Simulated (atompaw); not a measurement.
What one change does to a pseudopotential (europium, PAW (atompaw))

Eu (Z = 63), PAW, made with atompaw 4.2.0.5 (PBE, scalar-relativistic). Core [Kr] 4d10, reference 4f7 5s2 5p6 5d0 6s2 6p0. Waves: 5s (bound): rc 2.00 bohr; 6s (bound): rc 2.65 bohr; 5p (bound): rc 2.45 bohr; 6p (bound, empty): rc 3.00 bohr; 5d (bound, empty): rc 3.00 bohr; 5d channel at 0.2 Ry: rc 3.00 bohr; 4f (bound): rc 1.20 bohr; 4f channel at 0.45 Ry: rc 1.20 bohr. Local part: vpsmatchnc scheme with l = 4 at 1 Ry, radius 2.00 bohr. Core correction: smooth core density matched at 1.90 bohr. Augmentation charge: sinc compensation charge, radius 2.15 bohr; PAW radius 3.00 bohr; waves and projectors: custom polynom vanderbiltortho.

All-electron outer shells of the reference configuration (PBE, scalar-relativistic, ld1.x):

```tsv
shell	level (eV)	outermost node (bohr)	outermost maximum (bohr)
4p	-258.32	0.30	0.55
4d	-134.83	0.27	0.57
5s	-44.66	0.67	1.23
5p	-23.77	0.72	1.41
6s	-3.62	1.67	3.60
4f	-2.72	–	0.60
5d	-1.56	0.82	2.16
6p	-1.20	2.02	4.93
```

Change: core [Kr] 4d10 4f6, valence charge 11; reference 5s2 5p6 5d1 6s1.5 6p0; waves now 5s (bound): rc 1.85 bohr; 6s (bound): rc 3.00 bohr; 5p (bound): rc 2.80 bohr; 6p (bound): rc 3.00 bohr; 5d (bound): rc 3.00 bohr; 5d channel at 3.1 Ry: rc 3.00 bohr; local potential vpsmatchnc scheme with l = 3 at 1 Ry, radius 2.50 bohr; core correction smooth core density matched at 1.85 bohr; augmentation sinc compensation charge, radius 2.25 bohr; PAW radius 3.00 bohr; waves and projectors: custom polynom vanderbiltortho.

Cutoffs: the cutoffs (Ry, on a coarse ladder) from which the occupation-weighted sum of valence levels, in a spherical-Bessel basis at the reference potential, stays within 10 and 1 mRy of its value at 400 Ry; they do not see the model core or the augmentation charge, which bear on the density cutoff.

Task: What does the change do?

Result: The potential gets softer (140 Ry and 230 Ry → 12 Ry and 21 Ry); both files keep a bound ghost (s); the range in which the s phases agree narrows (upper end at the end of the scan → 2.2); the range in which the d phases agree widens (upper end 2.5 → 4.9). The shells moved into the core no longer need plane waves of their own. Several settings change at once here, so the effects cannot be laid on one of them.

```tsv
quantity	base	changed
cutoff, loose	140 Ry	12 Ry
cutoff, tight	230 Ry	21 Ry
bound ghosts	s	s
s: phases at 3.01 bohr within 0.05 rad from the reference energy up to (Ry; the scan ends near 5)	to the end of the scan	2.2
p: phases at 3.01 bohr within 0.05 rad from the reference energy up to (Ry; the scan ends near 5)	0.6	0.2
d: phases at 3.01 bohr within 0.05 rad from the reference energy up to (Ry; the scan ends near 5)	2.5	4.9
lowest overlap eigenvalue by channel	s 0.64, p 0.67, d 0.93, f 0.99	s 0.34, p 0.76, d 0.83
```

 A true bound ghost makes a file unfit for plane-wave use even where its test errors are small: the radial tests pick states by their node count and pass the ghost by. The cutoffs see the waves, projectors and local potential, not the compensation charge or the core.
